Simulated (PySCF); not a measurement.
## Two-component Hartree-Fock for Ga(13+) (gallium, charge +13)

Start: [Ar]. Calculated with PySCF 2.14 in an uncontracted even-tempered set (20 s from 1 bohr⁻², ratio 2.4; 14 p from 1.3 bohr⁻², ratio 2.4; 5 d from 7.8 bohr⁻², ratio 2.6; 4 f from 12 bohr⁻², ratio 2.6): generalised Hartree-Fock with the X2C-1e Hamiltonian and a Gaussian nucleus; one run each with spin-orbit coupling (SO) switched off, then screened by Boettger's factors.

```csv
spinor shell,electrons,"ε, spin-free (eV)","ε, screened SO (eV)",weight of nominal j (screened SO),"rms radius, screened SO (bohr)"
1s1/2,2,-10858.4,-10858.2,1.000,0.0561
2s1/2,2,-1763.5,-1763.5,1.000,0.234
2p1/2,2,-1585.2,-1604.3,1.000,0.207
3s1/2,2,-534.57,-534.56,1.000,0.617
3p1/2,2,-472.91,-476.47,1.000,0.617
3p3/2,4,-472.91,-471.18,1.000,0.623
```

Task: Where does 2p3/2 lie, and what is the 2p spin-orbit splitting (screened SO)?

Result: At -1575.9 eV, 28.387 eV above 2p1/2.

```csv
quantity,spin-free,screened SO
E (hartree),-1867.76196,-1867.82946
M_J,0,0
⟨J²⟩,0.000,0.000
⟨L²⟩,0.000,0.001
⟨S²⟩,0.000,0.001
```

Without spin-orbit coupling the j labels of p, d and f shells carry no meaning; the spin-free column gives the mean over the occupied spinors of each nl shell.
